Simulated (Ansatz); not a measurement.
Species: VO, charge 0, multiplicity 4. The spin state was set by rule; other spins were not relaxed. 
Structure (B3LYP-D3(BJ)/def2-TZVP (Ansatz, an electronic-structure program) minimum search):
```xyz
2

V      0.0000     0.0000    -0.4076
O      0.0000     0.0000     1.1718
```
Charge 0, spin multiplicity 4.

Basis-set convergence of Hartree-Fock and CCSD correlation energies (hartree) with Ansatz. Cores are frozen in the correlated levels unless marked. Open shells are spin-unrestricted. Spin-orbit coupling is left out. Frozen are the shells of the preceding noble gas and the d and f shells that filled before the atom's block. Non-relativistic. The program attaches cautions to a run behind CCSD/def2-SVP: large difference. The program attaches cautions to a run behind CCSD/def2-TZVPP: large difference. The program attaches cautions to a run behind CCSD/def2-QZVPP: large difference.

The UHF reference is spin-contaminated (<S^2> 0.47 over the pure value in the largest basis). The T1 diagnostic of CCSD in the largest basis is 0.095, which is high, so the coupled-cluster rows are less sure than usual.

| basis | functions | E(HF) | E(corr, CCSD) |
|---|---|---|---|
| def2-SVP | 45 | -1017.52890 | -0.29477 |
| def2-TZVPP | 95 | -1017.75529 | -0.36342 |
| def2-QZVPP | 150 | -1017.77622 | -0.38344 |

Extrapolating the two largest sets (X = 3 and 4) as X^-3: E(corr) = (64·(-0.38344) - 27·(-0.36342))/37 = -0.3980 Eh, an estimate of the basis-set limit. The largest set recovers 96.3 % of it, the smallest 74.1 %.
